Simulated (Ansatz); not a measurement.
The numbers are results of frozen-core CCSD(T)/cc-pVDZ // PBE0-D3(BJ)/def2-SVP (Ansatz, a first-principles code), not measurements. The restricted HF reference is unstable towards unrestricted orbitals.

Ansatz 0.2 input:
```yaml
crystal:
  periodic: [false, false, false]
  atoms:
    - { symbol: C, position_ang: [-3.726449, -0.298534, 0.899597] }
    - { symbol: O, position_ang: [-2.334954, -0.418308, 1.016703] }
    - { symbol: C, position_ang: [-1.598562, 0.06528, 0.007137] }
    - { symbol: C, position_ang: [-2.023991, 0.67461, -1.150632] }
    - { symbol: S, position_ang: [-0.714739, 1.149548, -2.191635] }
    - { symbol: C, position_ang: [0.446993, 0.527278, -1.070716] }
    - { symbol: C, position_ang: [1.86331, 0.440887, -1.021112] }
    - { symbol: C, position_ang: [2.303266, -0.168445, 0.135446] }
    - { symbol: Si, position_ang: [4.082511, -0.485027, 0.605364] }
    - { symbol: S, position_ang: [0.977503, -0.637213, 1.165747] }
    - { symbol: C, position_ang: [-0.174326, -0.016813, 0.04766] }
    - { symbol: H, position_ang: [-4.103304, -0.838602, 0.012789] }
    - { symbol: H, position_ang: [-4.034383, 0.759898, 0.828751] }
    - { symbol: H, position_ang: [-4.163793, -0.740838, 1.803028] }
    - { symbol: H, position_ang: [-3.047336, 0.876266, -1.459251] }
    - { symbol: H, position_ang: [2.536511, 0.807881, -1.79693] }
    - { symbol: H, position_ang: [4.342651, -1.94515, 0.786023] }
    - { symbol: H, position_ang: [4.933766, 0.04307, -0.501124] }
    - { symbol: H, position_ang: [4.435326, 0.204208, 1.883154] }
basis:
  gaussian: { orbitals: cc-pVDZ }
correlation:
  method: ccsd_t
```

Output:

```
Functional definition: HF
1963 factors; integrals over basis functions are off by at most 1.2e-3 eV
mean field evaluation 1: about -38868.2868 eV, gradient 3.6e1 eV
mean field evaluation 2: about -38868.7559 eV, gradient 3.6e1 eV
mean field evaluation 4: about -38873.1792 eV, gradient 6.5e0 eV
mean field evaluation 8: about -38873.3173 eV, gradient 1.8e-1 eV
mean field evaluation 16: about -38872.1858 eV, gradient 1.4e1 eV
mean field evaluation 32: about -38862.8182 eV, gradient 9.8e0 eV
mean field -38873.31770562 eV, -1428.5680764004 hartree, gradient 2.0e-6 eV, S^2 0.000000; 0 other end points of the search recorded, 0 dependent functions left out; unrestricted orbitals would lower it
23 core orbitals not correlated
reference -38873.31770562 eV, -1428.5680764004 hartree; 29, 29 occupied and 154, 154 virtual orbitals, 1963 factors
second order -40.16484012 eV of doubles, -0.00000000 eV of singles
cycle   1  -40.41651430 eV  change   -2.5e-1 eV  update   1.7e-1
cycle   2  -41.67692336 eV  change    -1.3e0 eV  update   5.4e-2
cycle   3  -41.97402166 eV  change   -3.0e-1 eV  update   2.6e-2
cycle   4  -41.96433878 eV  change    9.7e-3 eV  update   6.6e-3
cycle   5  -41.96350420 eV  change    8.3e-4 eV  update   3.3e-3
cycle   6  -41.96458227 eV  change   -1.1e-3 eV  update   1.1e-3
cycle   7  -41.96366670 eV  change    9.2e-4 eV  update   4.8e-4
cycle   8  -41.96340042 eV  change    2.7e-4 eV  update   2.1e-4
cycle   9  -41.96344668 eV  change   -4.6e-5 eV  update   9.1e-5
cycle  10  -41.96346535 eV  change   -1.9e-5 eV  update   3.2e-5
perturbative correction -1.80513990 eV, -0.0663376677 hartree
Total energy: -38917.08631087 eV, -1430.1765429760 hartree
```

Cost: roughly 17 core-minutes.
